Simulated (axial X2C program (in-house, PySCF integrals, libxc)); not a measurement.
# Ionising TcS

Computed with an in-house all-electron X2C program for linear molecules (integrals from PySCF), spin-free (one-electron X2C) or two-component (2c: spin–orbit coupling with atomic mean-field Coulomb and Gaunt terms, which also bring small scalar terms), in Dyall basis sets with cores contracted in-house; open shells are unrestricted.

Basis sets: S dyall-av3z, Tc dyall-cv3z.

```csv
Hamiltonian,level,TcS state,Re (Å),ωe (cm⁻¹),De (eV)
spin-free,PBE0,"M_S = 5/2, Λ = 0",2.117,514.6,4.46
2c,PBE0,Ω = 5/2,2.117,514.2,4.46
```

Adiabatic ionisation energy (minimum to minimum, no zero-point term) and constants of TcS⁺:

```tsv
Hamiltonian	level	TcS⁺ state	IE (eV)	Re (Å)	ωe (cm⁻¹)	De (eV)	fragments
spin-free	PBE0	M_S = 2, Λ = 1	8.19	2.102	436.9	3.08	Tc+ + S
2c	PBE0	Ω = 1	8.15	2.100	439.7	3.13	Tc+ + S
```

Q: Add the zero-point terms to the ionisation energy at PBE0, 2c, and say whether the electron removed was bonding.

A: IE0 = IE + (ωe⁺ − ωe)/2 = 8.15 + (-0.005) = 8.15 eV. Re changes by -0.017 Å, so the electron was nearly non-bonding.

Q: Close the cycle De(TcS⁺) + IE(TcS) = De(TcS) + IE(Tc) to find the atomic ionisation energy at PBE0, 2c.

A: IE(Tc) = 3.13 + 8.15 − 4.46 = 6.82 eV, for the determinants used.

Each entry is the lowest single determinant of a limited PBE0 search at one distance. De goes to single-determinant-based atoms at the same level (for ions the charge split of lowest energy) and is withheld (n/a) where an atom does not fit its ground term or J level. Main or longest-lived isotopes. One determinant is a doubtful description, or other states lie close, for TcS⁺, TcS; these need not be ground states, and all values refer to the states named. Some open-shell Ω = 0 determinants are out of reach, so the Ω given for TcS⁺ need not be the lowest component. With several unpaired electrons the Ω given is that of one determinant, not necessarily of the lowest component. Some light 2c atoms are not at their ground J level, so De misses part of their lowering (0.04 eV or less). The functionals have no current term, which raises determinants with orbital currents.
